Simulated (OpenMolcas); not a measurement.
**O²⁺: effect of the basis set**

| Quantity | Value |
| --- | --- |
| Program | OpenMolcas 26.06 |
| Method | CASSCF |
| Active space | 4 electrons in 4 orbitals (2s 2p) |
| State averaging | 2S+1 = 3 even, 6 roots; 2S+1 = 1 even, 11 roots; 2S+1 = 5 odd, 1 root; 2S+1 = 3 odd, 9 roots; 2S+1 = 1 odd, 8 roots |
| Spin-orbit coupling | RASSI with atomic mean-field integrals over the reference wave functions, term energies averaged over their components |

A. ANO-RCC-VDZP [3s2p1d], DKH2, point nucleus; cost of the order of 14 core-seconds
B. ANO-RCC-VTZP [4s3p2d1f], DKH2, point nucleus; cost about 13 core-seconds
C. ANO-L-VTZP [4s3p2d1f], non-relativistic, point nucleus; cost about 16 core-seconds
D. ANO-R3 [4s4p2d1f], X2C, finite nucleus; cost roughly 17 core-seconds
E. ANO-R2 [4s4p2d1f], X2C, finite nucleus; cost roughly 16 core-seconds
F. ANO-RCC-VQZP [5s4p3d2f1g], DKH2, point nucleus; cost about 21 core-seconds

Energies in cm⁻¹ above 2s² 2p² ³P₀, the measured ground level; measured values from Moore, Selected Tables of Atomic Spectra, NSRDS-NBS 3, section 11.

```tsv
Level	A	B	C	D	E	F	Measured
2s² 2p² ³P₀	0.0	0.0	0.0	0.0	0.0	0.0	0.0
2s² 2p² ³P₁	99.9	106	105	103	103	104	113
2s² 2p² ³P₂	295	312	310	305	305	306	
2s² 2p² ¹D₂	22089	22550	22551	22632	22632	22676	20273
2s² 2p² ¹S₀	39508	40399	40370	40498	40498	40557	43186
2s 2p³ ⁵S°₂	49834	49125	48563	48628	48628	48530	60325
2s 2p³ ³D°₂	123017	123087	122527	123026	123026	123070	
2s 2p³ ³D°₁	123017	123088	122527	123026	123026	123070	
2s 2p³ ³D°₃	123018	123089	122529	123028	123028	123071	
2s 2p³ ³P°₀	144788	145230	144671	145238	145238	145327	
2s 2p³ ³P°₁	144788	145230	144672	145239	145239	145328	
2s 2p³ ³P°₂	144789	145231	144673	145240	145240	145329	
2s 2p³ ¹D°₂	202136	202187	201554	202253	202253	202476	187054
2s 2p³ ³S°₁	209797	209381	208753	209556	209556	209810	197088
2s 2p³ ¹P°₁	223727	224126	223498	224181	224181	224449	210462
```

Deviations, from unrounded energies. A percentage is the sum of absolute deviations over the sum of measured energies, with the sign that they share, or ± where signs differ.

```tsv
Against measurement	Levels	A	B	C	D	E	F
mean absolute deviation (cm-1)	7	8200	8200	8000	8300	8300	8400
fine structure of the ground term (%)	1	-11.7	-6.5	-7.3	-8.7	-8.7	-8.4
other terms of the ground configuration (%)	2	±8.7	±8.0	±8.0	±8.0	±8.0	±7.9
other configurations (%)	4	±7.9	±8.0	±7.8	±8.1	±8.1	±8.2
```

A, B, C, D, E lie about equally close to measurement and F furthest from it. The largest miss of C in the table is 2s 2p³ ¹D°₂, by +15000 cm-1. The ranking rests on the paired levels alone, and a cruder setting can come out closer through cancelling errors.

Among A to F the level of the table that moves most is 2s 2p³ ⁵S°₂, by 1300 cm-1 (lowest in F, highest in A).

Computed and measured levels are paired by configuration, term and J; levels that our copy of the source lacks, or whose pairing is in doubt (as where it misses far off the trend of its configuration), stay unpaired and out of the deviations. Levels of configurations outside the active space are missing. The table leaves out levels that lie high or whose names do not pair safely across all columns.

° marks odd parity.
